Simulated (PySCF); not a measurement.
SMILES C[SiH](C)/C=C/[SiH](F)F at its GFN2-xTB optimised geometry (Å):

```
18

Si    -1.8238    -2.3743    -3.4131
F     -2.6945    -3.6545    -2.9951
F     -0.5678    -3.0737    -4.1237
C     -1.2531    -1.4658    -1.8828
C     -1.5070    -0.1936    -1.5752
Si    -0.8927     0.6654     0.0000
C     -1.5387    -0.2829     1.5181
C      1.0105     0.6654     0.0000
H     -2.5598    -1.6579    -4.4261
H     -0.6568    -2.0462    -1.1842
H     -2.1003     0.3899    -2.2690
H     -1.4067     2.0462     0.0000
H     -1.1989    -1.3149     1.5155
H     -2.6243    -0.2975     1.5422
H     -1.1951     0.1729     2.4420
H      1.4057     1.2074    -0.8540
H      1.4067    -0.3454    -0.0438
H      1.4040     1.1334     0.8974
```

Level of theory: CAM-B3LYP/def2-SVP (PySCF 2.14.0). Cells within 0.4 Å of a nucleus heavier than hydrogen are left out (blank, or x).

Map of the log10 of the electron density (e/bohr³), floored at −4 on the plane z = 0.0 Å:

```
|000000000000000000000000000|
|000000000000000000000000000|
|000000001110000000000000000|
|000000122222100000000000000|
|000001234443211000000000000|
|000012345554322111110000000|
|000013456765433333221000000|
|000013467876544444432100000|
|000023467877655666543210000|
|000023467777667777654210000|
|0001234567997778x8764310000|
|0001234568xx878xxx764310000|
|0001234567xx7788x8764310000|
|000123456677667788764310000|
|000123456666556788764310000|
|000123345555445667654210000|
|000012344444334455543100000|
|000012233333333334332000000|
|000001223333322222210000000|
|000000122333321110000000000|
|000000012233321000000000000|
|000000001222210000000000000|
|000000000111100000000000000|
|000000000000000000000000000|
|000000000000000000000000000|
|000000000000000000000000000|
|000000000000000000000000000|
```
Scale: ten equal steps from -4.00 (start of '0') to -0.047 (end of '9'), in the order '0123456789'; x runs from -4.50 to 4.50, y from -4.50 (bottom) to 4.50 (top).
